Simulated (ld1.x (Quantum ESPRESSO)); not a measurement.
## What one change does to a pseudopotential (lead (Pb), TM semilocal)

ld1.x (Quantum ESPRESSO) 7.5 input, shortened:

```
&input
   title='Pb', zed=82., rel=1, dft='PBESOL', iswitch=3,
   config='[Xe] 4f14 5d10 5f-2 6s2 6p2'
 /
 &inputp
   pseudotype=1, tm=.true., lloc=0,
   nlcc=.true., rcore=1.15
 /
4
6P  2  1   2.00   0.00  2.75  2.75  0.0
5D  3  2  10.00   0.00  1.35  1.35  0.0
5F  4  3  -2.00   0.30  2.25  2.25  0.0
6S  1  0   2.00   0.00  1.80  1.80  0.0
 &test
   configts(1)='5d10 6s2 6p2'
 /
```

Change: all radii but the core radius scaled by about 1.10 (s 1.98, p 3.02, d 1.48, f 2.46 bohr).

Cutoffs: the cutoffs (Ry, on a coarse ladder) from which the occupation-weighted sum of valence levels, in a spherical-Bessel basis at the reference potential, stays within 10 and 1 mRy of its value at 400 Ry; they do not see the model core or the augmentation charge, which bear on the density cutoff. Errors are all-electron minus pseudo energies relative to the spin-unpolarised reference configuration.

What does the change do?

The potential gets softer (70 Ry and 100 Ry → 55 Ry and 90 Ry); of the 7 tests that both files solve, the error grows in 3 and shrinks in 2 by more than 15 % and 0.3 meV (median size 18.0 → 20.7 meV); neither file shows a bound ghost. A larger radius leaves more room for a smooth pseudo-wave, so fewer plane waves are needed. A semilocal file is local in each channel, so a ghost entry of none says nothing of the separable form that plane-wave codes build from it.

```tsv
quantity	base	changed
cutoff, loose	70 Ry	55 Ry
cutoff, tight	100 Ry	90 Ry
bound ghosts	none	none
error for 5d10 6s2 6p1, meV [ΔE 6.60 eV]	-3.2	-3.1
error for 5d10 6s2 6p0, meV [ΔE 20.04 eV]	-18	-21
error for 5d10 6s1 6p0, meV [ΔE 52.52 eV]	-47	-60
error for 5d10 6s1 6p3, meV [ΔE 8.77 eV]	-3.3	-0.5
error for 5d10 6s0 6p4, meV [ΔE 17.91 eV]	-9.4	+3.7
error for 5d9 6s2 6p3, meV [ΔE 19.29 eV]	-117	-103
error for 5d10 6s0 6p0, meV [ΔE 95.24 eV]	-112	-138
```
